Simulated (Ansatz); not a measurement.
Ansatz results at the PBE0-D4/def2-TZVP geometry: size of the dipole moment (PBE/def2-TZVPP) 0.88 D; LUMO energy (PBE0/def2-TZVPP) -0.30 eV; HOMO energy (B3LYP/def2-TZVPP) -6.51 eV.

Each molecule was computed in one conformer, which needn't be the lowest.

Q: Which molecule gave them?
A. `CS[SiH2][SeH]`
B. `C[Se][SiH2]S`
C. `[SiH3]C[SiH2]C=S`
D. `CC1(S)[SiH2]S1`

A: B. The others give `CS[SiH2][SeH]`: 1.63, -0.28, -6.77; `CC1(S)[SiH2]S1`: 1.37, -0.62, -6.53; `[SiH3]C[SiH2]C=S`: 1.41, -2.76, -6.26.

B3LYP here is the variant with VWN-RPA as its local correlation; programs differ in this.
